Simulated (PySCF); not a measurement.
An unknown is described by computed data only.

Formula: C2H14BNSi3.

| Property | Result |
| --- | --- |
| Triplet | lowest triplet excitation (Tamm–Dancoff): 3.74 eV [TDA CAM-B3LYP/def2-SVPD] |
| 13C NMR | chemical shifts (computed TMS as zero) by class: 18.0 (2 C) ppm [GIAO HF/pcSseg-1] |
| NMR, other nuclei | isotropic shieldings of nuclei other than C and H, by class: 15 (1 B), 301 (1 N), 433 (1 Si), 440 (2 Si) ppm [GIAO HF/pcSseg-1] |
| 1H NMR | chemical shifts (computed TMS as zero) by class: 4.24 (2 H), 4.22 (6 H), 1.17 (6 H) ppm [GIAO HF/pcSseg-1] |
| UV, strongest line | among the 10 lowest singlet transitions: S5 at 6.76 eV (184 nm, f = 0.040) [TDDFT CAM-B3LYP/def2-SVPD] |
| Valence photoelectron | vertical ionisation energy: 8.87 eV [ΔSCF CAM-B3LYP/def2-SVPD] |
| Dipole | 1.43 D [CAM-B3LYP/def2-SVPD] |
| UV, first state | lowest singlet excitation: 4.50 eV (276 nm, f = 0.004) [TDDFT CAM-B3LYP/def2-SVPD] |
| Polarisability | 126.7 au [CAM-B3LYP/def2-SVPD] |
| Rotational structure | rotational constants A, B, C: 2.033, 0.792, 0.697 GHz [PBE0-D3(BJ)/def2-SVP] |

Electronic properties: PySCF, gas phase, density fitting. Levels stand in brackets. Geometry: PBE0-D3(BJ)/def2-SVP, one conformer, isolated molecule. NMR values are class means; diastereotopic atoms form classes of their own.

Question: Propose a structure and show how it fits.

Answer: Numbering: `[CH3:1][B:2]([CH3:3])[SiH2:4][N:5]([SiH3:6])[SiH3:7]`. 2 carbons fall into 1 class: sp3 carbon bound to boron [C1/C3] (18.0 ppm, 2 C). Hydrogen classes from least to most shielded: 2 H on an SiH2 silicon, Si4 (4.24 ppm), 6 H on 2 SiH3 silicons, Si6/Si7 (4.22 ppm, a mean of values up to 0.6 ppm apart in this geometry), 6 H on 2 like atoms (sp3 carbon bound to boron), C1/C3 (1.17 ppm, a mean of values up to 1.4 ppm apart in this geometry). The other shieldings belong to: 15 ppm, three-coordinate boron [B2]; 301 ppm, nitrogen bridging silicon atoms [N5]; 433 ppm, SiH2 silicon [Si4]; 440 ppm, SiH3 silicon [Si6/Si7]. The first electron is taken from the HOMO, whose largest Löwdin shares are 0.34 on the nitrogen bridging silicon atoms, 0.15 on the SiH2 silicon, 0.14 on the three-coordinate boron and 0.06 on an Si–H hydrogen. The optimised geometry has point group C1 and is an asymmetric top. Structure: `[SiH3]N([SiH2]B(C)C)[SiH3]`. The assignments are read from this structure; whether some other isomer fits the data as well wasn't checked.

Conformer computed: `[CH3:1][B:2]([CH3:3])[SiH2:4][N:5]([SiH3:6])[SiH3:7]`: C1–B2–Si4–N5 20°, B2–Si4–N5–Si6 59°.
